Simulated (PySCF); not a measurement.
Species: CH11NSi3 (charge +1 and doublet state).
Geometry (PBE0-D3(BJ)/def2-SVP, Å), atoms numbered from 1 in this order:
```xyz
16
CH11NSi3 angstrom
N      2.8663   -0.5704   -0.5448
Si     2.0843    0.8807   -0.9760
Si    -0.0858    0.8841    0.3483
C     -1.1030   -0.5477   -0.1982
Si    -2.7901   -0.6285    0.7378
H      3.4658   -0.6635    0.2733
H      2.7156   -1.4576   -1.0209
H      1.6200    0.8748   -2.3847
H      2.7725    2.0739   -0.4240
H     -0.5430    2.2350   -0.0876
H      0.4333    0.8497    1.7417
H     -1.3282   -0.4761   -1.2755
H     -0.5787   -1.4984   -0.0065
H     -3.5237   -1.8047    0.1981
H     -2.4995   -0.7772    2.1909
H     -3.5211    0.6435    0.4824
```

The hyperfine couplings belong to this conformer and change with its torsions.

Identity: `[NH2+][SiH2][SiH2]C[SiH3]` [radical] (charge +1).

Theory: UKS B3LYP, IGLO-III on C N Si, pcH-1 on H, non-relativistic, mean-field spin-orbit, GIAO in PySCF 2.14.0. The structure is a single PBE0-D3(BJ)/def2-SVP conformer in the gas phase; no vibrational or solvent corrections. The SCF solution wasn't tested for stability.

Q: Match the computed a_iso(29Si) values -24.3, -15.8, -13.4 MHz with the sites Si2; Si3; Si5.

A: 
```json
{"site": "Si2", "a_iso (MHz)": "-13.4", "ρ(0) (bohr⁻³)": "+0.0152", "position": "a main spin site", "distance from Si3 (Å)": "2.54", "spin population": "+0.21", "largest |T| (MHz)": "53.7"}
{"site": "Si3", "a_iso (MHz)": "-24.3", "ρ(0) (bohr⁻³)": "+0.0276", "position": "largest spin population", "distance from Si3 (Å)": "0.00", "spin population": "+0.31", "largest |T| (MHz)": "80.4"}
{"site": "Si5", "a_iso (MHz)": "-15.8", "ρ(0) (bohr⁻³)": "+0.0178", "position": "2 bonds from Si3", "distance from Si3 (Å)": "3.12", "spin population": "+0.02", "largest |T| (MHz)": "10.2"}
```

ρ(0) is the spin density at the nucleus and T the dipolar tensor; a_iso includes a spin–orbit part; entries for several nuclei are means. The Mulliken spin populations are largest on Si3 (+0.31), N1 (+0.31) and Si2 (+0.21). Three atoms exceed +0.15. Main spin sites, with 60 % or more of the largest population: N1, Si2, Si3; positions count bonds from the nearest.

Means are taken over nuclei equivalent by connectivity, which assumes that they swap fast. H6 and H7 aren't averaged: N1 is flat or nearly so (angle sum 360°), and its turn about the short N1–Si2 bond (1.70 Å) is taken as slow. The three 1H nuclei of mean +9.8 MHz run from -1.5 to 31.9 MHz in the frozen geometry. The 1H value of +44.6 MHz is a mean of couplings from 23.5 to 65.7 MHz in this one geometry, not an average over conformers. The 1H value of +88.1 MHz is a mean of couplings from 79.5 to 96.6 MHz in this one geometry, not an average over conformers.

The SMILES `[NH2+][SiH2][SiH2]C[SiH3]` draws the unpaired electron on N1, whose computed spin population is only +0.31.
